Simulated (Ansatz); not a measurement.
`[SnH3][CH]1C[SiH2]1` → `[SiH3][CH]1[CH2][SnH2]1`  (isomerisation)

Gas-phase electronic energies from Ansatz, PBE0-D4/def2-TZVP geometries. CCSD(T)/CBS adds triple-zeta CCSD(T) − MP2 to the extrapolated MP2 energy (def2 sets, frozen cores). Functionals use def2-TZVPP. B3LYP here is the variant with VWN-RPA as its local correlation; programs differ in this. def2 core potentials past Kr. For Sn outer-core shells are correlated without core-valence functions, which leaves a few kJ/mol of doubt a bond.

```
             level  ΔE (kJ/mol)
           PBE0-D4        -24.8
          B3LYP-D4        -55.0
              PBE0        -22.3
             B3LYP        -50.1
SCS-MP2/def2-TZVPP        -26.8
CCSD(T)/def2-TZVPP        -24.8
    MP2/def2-QZVPP        -24.8
      HF/CBS(def2)        -32.3
```

(1) What does CCSD(T)/CBS give? (An estimate is asked.)

Largest T1 diagnostic among the species: 0.016.

Answers

(1) The calculation gave: -31.6 kJ/mol. The listed levels differ from it by 6.8, -23.4, 9.3, -18.5, 4.8, 6.8, 6.8, -0.7 kJ/mol.

From PBE to PBE0 (25 % exact exchange), in def2-TZVPP and without D4, ΔE moves by +15.4 kJ/mol. In def2-TZVPP, CCSD(T) changes the Hartree–Fock value by +8.3 kJ/mol (the triples alone add −2.4 kJ/mol) and MP2 by +11.9 kJ/mol.
